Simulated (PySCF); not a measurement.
# From computed data to an observable: entropy of an ideal gas

BeI₂, SMILES [I][Be][I].

Geometry: B3LYP-D3(BJ)/def2-TZVP. The def2 effective core potentials stand for the cores of I; spin–orbit coupling is left out.

B3LYP-D3(BJ)/def2-TZVP (PySCF) gives the harmonic wavenumbers 167, 177, 177, 873 cm⁻¹ and the rotational temperature 0.0204 K. The molar mass is 262.82 g/mol, the symmetry number 2, the spin multiplicity 1.

Task: Work out the entropy at 298.15 K and 1 atm in the rigid-rotor, harmonic-oscillator model.

Result: 
Translation (Sackur–Tetrode at 1 atm): S = R[1.5 ln M + 2.5 ln T − 1.16487] = 178.2 J/(mol K).
Rotation: q = T/(σ θ) = 7310, S = R[ln q + 1] = 82.3 J/(mol K).
Vibration: with u = 1.4388 ν/T, each mode gives R[u/(e^u − 1) − ln(1 − e^−u)]:
```
ν (cm⁻¹)  modes     u  S (J/(mol K))
--------  -----  ----  -------------
167           1  0.81          10.33
177           2  0.85          19.75
873           1  4.21           0.65
```
These are all the modes. Sum 30.7 J/(mol K).
Spin: R ln 1 = 0.0 J/(mol K).
Total 291.2 J/(mol K); the program's own thermochemistry gives 291.3. Translation makes up 61 % and vibration 11 %. Anharmonicity, hindered rotation and orbital degeneracy are left out.
